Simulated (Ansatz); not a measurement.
Geometry optimisation, RKS B3LYP/def2-SVP in Ansatz 0.2.0.

Input:

```yaml
crystal:
  periodic: [false, false, false]
  atoms:
    - { symbol: O, position_ang: [-0.0189, -0.6471, 1.4091] }
    - { symbol: C, position_ang: [-0.0851, 0.2315, 0.2748] }
    - { symbol: F, position_ang: [-1.4159, 0.4454, -0.1601] }
    - { symbol: Se, position_ang: [1.0332, -0.5493, -1.1714] }
    - { symbol: H, position_ang: [-0.5444, -1.4373, 1.116] }
    - { symbol: H, position_ang: [0.3705, 1.2264, 0.5458] }
    - { symbol: H, position_ang: [0.7218, 0.6624, -2.0599] }
basis:
  gaussian: { orbitals: def2-SVP }
hamiltonian:
  xc: b3lyp
relax:
  f_tol: 0.015
  max_steps: 40
```

Run as:

```bash
$ ansatz run input.yaml --threads 1 --pin off --max-ram 2048MiB --backend cpu --events-out ev --progress --plain --runs-dir out
```

Question: Where does it end, and by what steps?

Answer: The forces met the threshold. After 11 steps the energy has fallen by 0.263 eV; H7 moved furthest, 0.35 Å.

```tsv
step	energy less start (eV)	largest force component (eV/Å)	accepted
0	0.0000	2.206	yes
1	-0.1776	1.514	yes
2	-0.2341	0.339	yes
3	-0.2495	0.179	yes
4	-0.2547	0.117	yes
5	-0.2587	0.194	yes
6	-0.2602	0.187	yes
7	-0.2598	0.251	no
8	-0.2607	0.206	yes
9	-0.2625	0.057	yes
10	-0.2627	0.019	yes
11	-0.2627	0.011	yes
```

```xyz
7
Properties=species:S:1:pos:R:3
O -0.154 -0.627 1.351
C -0.062 0.281 0.343
F -1.283 0.560 -0.211
Se 1.142 -0.417 -1.104
H -0.447 -1.475 0.980
H 0.352 1.211 0.757
H 0.515 0.398 -2.161
```

Run time: 43 s on 1 thread of Arm Neoverse V2 (shared host), peak memory 0.18 GiB.
